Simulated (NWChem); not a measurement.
## Basis-set convergence for HClSi

```xyz
3

Si    -0.7524    -0.8218     0.0000
H      0.3237    -1.9221     0.0000
Cl     0.6005     0.7898     0.0000
```
Charge 0, spin multiplicity 1.

All runs are NWChem calculations. All single points use one geometry, from B3LYP/def2-SVP, a minimum by its harmonic frequencies.

Quantity: LUMO energy at the level B3LYP.

B3LYP has NWChem's definition, with VWN1-RPA local correlation. The Pople sets run with spherical d functions. The structure started from a generated list of species.

```tsv
basis	functions	LUMO energy (eV)
STO-3G	19	0.19
6-31G*	38	-3.23
def2-SVP	41	-3.09
cc-pVDZ	41	-3.15
aug-pcseg-1	63	-3.31
def2-TZVP	80	-3.19
pcseg-2	82	-3.26
def2-TZVPD	98	-3.24
cc-pVQZ	148	-3.23
def2-QZVP	170	-3.23
```

Smallest basis within 0.1 eV of def2-QZVP, the largest set run: 6-31G*, with 38 functions against 170 (also within reach: cc-pVDZ, aug-pcseg-1, def2-TZVP, pcseg-2, def2-TZVPD, cc-pVQZ). def2-QZVP isn't the basis-set limit itself, and a small set can land close by cancellation.
